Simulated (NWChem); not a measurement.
System: Sb cation, triplet

The following NWChem deck was run.

```
start job
memory heap 200 mb stack 900 mb global 1100 mb
charge 1
geometry units angstroms noautoz
  Sb     0.000000     0.000000     0.000000
end
basis spherical
  * library def2-tzvp
end
ecp
  Sb library def2-ecp
end
dft
  odft
  mult 3
  xc pbe0
  iterations 150
  mulliken
end
task dft energy
```

Output (shortened):

```
             Northwest Computational Chemistry Package (NWChem) 7.3.0
             --------------------------------------------------------

                             Geometry "geometry" -> ""
                             -------------------------

 Output coordinates in angstroms (scale by  1.889725989 to convert to a.u.)

  No.       Tag          Charge          X              Y              Z
 ---- ---------------- ---------- -------------- -------------- --------------
    1 Sb                  51.0000     0.00000000     0.00000000     0.00000000

 Effective nuclear repulsion energy (a.u.)       0.0000000000

                                 NWChem DFT Module
                                 -----------------

 Summary of "ao basis" -> "ao basis" (spherical)
 ------------------------------------------------------------------------------
       Tag                 Description            Shells   Functions and Types
 ---------------- ------------------------------  ------  ---------------------
 Sb                        def2-tzvp                16       50   6s5p3d2f

            General Information
            -------------------
          SCF calculation type: DFT
          Wavefunction type:  spin polarized.
          No. of atoms     :     1
          No. of electrons :    22
           Alpha electrons :    12
            Beta electrons :    10
          Charge           :     1
          Spin multiplicity:     3
          Use of symmetry is: off; symmetry adaption is: off
          Maximum number of iterations: 150
          AO basis - number of functions:    50
                     number of shells:    16
          Convergence on energy requested:  1.00D-06
          Convergence on density requested:  1.00D-05
          Convergence on gradient requested:  5.00D-04

              XC Information
              --------------
                         PBE0 Method XC Functional
                     Hartree-Fock (Exact) Exchange  0.250
          PerdewBurkeErnzerhof Exchange Functional  0.750
            Perdew 1991 LDA Correlation Functional  1.000 local
           PerdewBurkeErnz. Correlation Functional  1.000 non-local

             Grid Information
             ----------------
          Grid used for XC integration:  medium
          Radial quadrature: Mura-Knowles
          Angular quadrature: Lebedev.
          Tag              B.-S. Rad. Rad. Pts. Rad. Cut. Ang. Pts.
          ---              ---------- --------- --------- ---------
          Sb                  1.45      123           7.0       590
          Grid pruning is: on
          Number of quadrature shells:   123
          Spatial weights used:  Erf1

      Superposition of Atomic Density Guess
      -------------------------------------

 Sum of atomic energies:        -277.63364853

 Renormalizing density from      23.00 to     22

      Non-variational initial energy
      ------------------------------

 Total energy =    -236.105846
 1-e energy   =    -401.189645
 2-e energy   =     165.083799
 HOMO         =      -0.529137
 LUMO         =      -0.529137

     ---------------------------------------------
      Total Density - Mulliken Population Analysis
     ---------------------------------------------

    Atom       Charge   Shell Charges
 -----------   ------   -------------------------------------------------------
    1 Sb  23    22.00   0.17 -0.70  1.69  0.88  1.45  0.53 -0.47  6.49  0.75  0.99  0.23  9.37  0.61  0.02  0.00  0.00

     --------------------------------------------
      Spin Density - Mulliken Population Analysis
     --------------------------------------------

    Atom       Charge   Shell Charges
 -----------   ------   -------------------------------------------------------
    1 Sb  23     2.00   0.00  0.00  0.00 -0.00  0.00  0.00 -0.02  0.02  0.79  0.97  0.24  0.00 -0.00  0.00  0.00  0.00

   convergence    iter        energy       DeltaE   RMS-Dens  Diis-err
 ---------------- ----- ----------------- --------- --------- ---------
 d= 0,ls=0.0,diis     1   -239.7944313161 -2.40D+02  1.55D-02  4.45D-01
                                                     1.22D-02  3.92D-01
 d= 0,ls=0.0,diis     2   -239.8471255231 -5.27D-02  6.85D-03  2.03D-01
                                                     6.62D-03  1.98D-01
 d= 0,ls=0.0,diis     3   -239.8905963911 -4.35D-02  2.15D-04  5.94D-05
                                                     1.53D-04  2.21D-05
 d= 0,ls=0.0,diis     4   -239.8906164196 -2.00D-05  2.33D-05  1.13D-06
                                                     2.83D-05  1.76D-06
 d= 0,ls=0.0,diis     5   -239.8906170144 -5.95D-07  2.59D-06  1.31D-08
                                                     3.37D-06  1.01D-08

         Total DFT energy =     -239.890617014420
      One electron energy =     -412.579277794651
           Coulomb energy =      191.813910221939
    Exchange-Corr. energy =      -19.125249441708
 Nuclear repulsion energy =        0.000000000000

 Numeric. integr. density =       22.000000006800

                    DFT Final Alpha Molecular Orbital Analysis
                    ------------------------------------------

 Vector   10  Occ=1.000000D+00  E=-8.391262D-01
              MO Center=  5.8D-14,  1.1D-15,  3.2D-14, r^2= 1.5D+00
   Bfn.  Coefficient  Atom+Function         Bfn.  Coefficient  Atom+Function
  ----- ------------  ---------------      ----- ------------  ---------------
     5      0.924620  1 Sb s                  3     -0.535457  1 Sb s
     2      0.503392  1 Sb s                  4     -0.405354  1 Sb s
     6      0.355816  1 Sb s                  1     -0.248731  1 Sb s

 Vector   11  Occ=1.000000D+00  E=-5.029165D-01
              MO Center=  4.4D-14,  1.6D-14, -1.1D-14, r^2= 2.2D+00
   Bfn.  Coefficient  Atom+Function         Bfn.  Coefficient  Atom+Function
  ----- ------------  ---------------      ----- ------------  ---------------
    17      0.477698  1 Sb py                18     -0.373507  1 Sb pz
    11     -0.349704  1 Sb py                14      0.342185  1 Sb py
    12      0.273430  1 Sb pz                15     -0.267551  1 Sb pz
    20      0.099167  1 Sb py                21     -0.077537  1 Sb pz
     8     -0.055257  1 Sb py                 9      0.043205  1 Sb pz

 Vector   12  Occ=1.000000D+00  E=-5.029165D-01
              MO Center=  3.8D-14, -2.2D-14, -2.1D-14, r^2= 2.2D+00
   Bfn.  Coefficient  Atom+Function         Bfn.  Coefficient  Atom+Function
  ----- ------------  ---------------      ----- ------------  ---------------
    18      0.457609  1 Sb pz                17      0.364391  1 Sb py
    12     -0.334997  1 Sb pz                15      0.327795  1 Sb pz
    11     -0.266757  1 Sb py                14      0.261021  1 Sb py
    16      0.160930  1 Sb px                10     -0.117811  1 Sb px
    13      0.115277  1 Sb px                21      0.094996  1 Sb pz

 Vector   13  Occ=0.000000D+00  E=-4.247054D-01
              MO Center=  5.2D-14, -3.5D-15,  8.9D-15, r^2= 2.3D+00
   Bfn.  Coefficient  Atom+Function         Bfn.  Coefficient  Atom+Function
  ----- ------------  ---------------      ----- ------------  ---------------
    16      0.566093  1 Sb px                10     -0.419877  1 Sb px
    13      0.405792  1 Sb px                19      0.157830  1 Sb px
    18     -0.134071  1 Sb pz                12      0.099442  1 Sb pz
    15     -0.096106  1 Sb pz                17     -0.081641  1 Sb py
     7     -0.066438  1 Sb px                11      0.060554  1 Sb py

 Vector   14  Occ=0.000000D+00  E=-6.231158D-02
              MO Center= -1.3D-14,  1.9D-13, -2.9D-13, r^2= 3.4D+00
   Bfn.  Coefficient  Atom+Function         Bfn.  Coefficient  Atom+Function
  ----- ------------  ---------------      ----- ------------  ---------------
    34      0.809368  1 Sb d  0              36      0.495187  1 Sb d  2
    35     -0.211831  1 Sb d  1              24     -0.208751  1 Sb d  0
    32     -0.154424  1 Sb d -2              26     -0.127718  1 Sb d  2
    33     -0.065942  1 Sb d -1              25      0.054635  1 Sb d  1
    22      0.039829  1 Sb d -2              29      0.027884  1 Sb d  0

 Vector   15  Occ=0.000000D+00  E=-6.231158D-02
              MO Center=  4.3D-13,  1.3D-12,  8.9D-13, r^2= 3.4D+00
   Bfn.  Coefficient  Atom+Function         Bfn.  Coefficient  Atom+Function
  ----- ------------  ---------------      ----- ------------  ---------------
    33      0.948940  1 Sb d -1              23     -0.244749  1 Sb d -1
    32      0.210495  1 Sb d -2              35     -0.144932  1 Sb d  1
    36      0.081735  1 Sb d  2              22     -0.054291  1 Sb d -2
    25      0.037381  1 Sb d  1              28      0.032693  1 Sb d -1
    34      0.029536  1 Sb d  0

                     DFT Final Beta Molecular Orbital Analysis
                     -----------------------------------------

 Vector    8  Occ=1.000000D+00  E=-1.624792D+00
              MO Center=  5.3D-15,  1.1D-17, -1.1D-15, r^2= 3.4D-01
   Bfn.  Coefficient  Atom+Function         Bfn.  Coefficient  Atom+Function
  ----- ------------  ---------------      ----- ------------  ---------------
    24      0.748141  1 Sb d  0              26      0.458303  1 Sb d  2
    25     -0.197047  1 Sb d  1              22     -0.140787  1 Sb d -2
    29      0.123742  1 Sb d  0              31      0.075803  1 Sb d  2
    23     -0.052346  1 Sb d -1              30     -0.032591  1 Sb d  1

 Vector    9  Occ=1.000000D+00  E=-1.624792D+00
              MO Center=  5.2D-15, -1.0D-15, -8.5D-16, r^2= 3.4D-01
   Bfn.  Coefficient  Atom+Function         Bfn.  Coefficient  Atom+Function
  ----- ------------  ---------------      ----- ------------  ---------------
    23      0.877438  1 Sb d -1              22      0.195899  1 Sb d -2
    28      0.145127  1 Sb d -1              25     -0.132004  1 Sb d  1
    26      0.071045  1 Sb d  2              27      0.032402  1 Sb d -2

[...]
```

Level: PBE0/def2-TZVP with def2 effective core potentials on Sb, spin-unrestricted. The open p shell is one determinant without spherical averaging. No stability test was run on the SCF state. def2 effective core potentials on Sb; no spin-orbit coupling.
